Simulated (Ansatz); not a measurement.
System: SnH$_{2}$Cl, charge 0, doublet. SnH2Cl (SMILES [Cl][SnH2], doublet).
B3LYP-D3(BJ)/def2-TZVP minimum from Ansatz (an electronic-structure program):
```xyz
4

Sn    -0.2951     0.4516     0.1895
Cl     0.8377    -1.4735    -0.6029
H      0.0947     1.6914    -0.9581
H      0.4222     0.7761     1.7341
```
Charge 0, spin multiplicity 2.

Property: atomisation energy (electronic, to ground-state atoms), in kcal/mol. Radicals and triplets start from unrestricted determinants; spin-orbit coupling is neglected. Correlated methods leave the cores frozen (noble-gas shells, and filled d and f shells in the p block). Past Kr the def2 sets carry scalar-relativistic core potentials. CBS(X,Y): correlation extrapolated as X^-3, Hartree-Fock from the larger set. A bracket is a step between two methods taken in the basis named. For partners of very few electrons the exact lower level stands in for a higher one. Spin-orbit terms, left out, reach several kcal/mol for Br and I, and more for heavier atoms.

CCSD(T)/CBS(def2-TZVPP,def2-QZVPP) + [CCSDT(Q) - CCSD(T)]/def2-TZVPP + [CCSDTQ - CCSDT(Q)]/def2-SVP (Ansatz) gives 199.3 kcal/mol.

Task: How far off this value is PBE/def2-TZVPD (Ansatz), in which direction, and how far these levels: B3LYP/def2-TZVPD, PBE0/def2-TZVPD, wB97M-V/def2-TZVPD, B2PLYP/def2-TZVPD, CCSD(T)/CBS(def2-TZVPP,def2-QZVPP)?

Result: PBE gives 195.8 kcal/mol, 3.5 kcal/mol below it. Differences of the others: B3LYP/def2-TZVPD (Ansatz) -5.9; PBE0/def2-TZVPD (Ansatz) -5.6; wB97M-V/def2-TZVPD (Ansatz) -1.6; B2PLYP/def2-TZVPD (Ansatz) -7.4; CCSD(T)/CBS(def2-TZVPP,def2-QZVPP) (Ansatz) -0.2 kcal/mol.
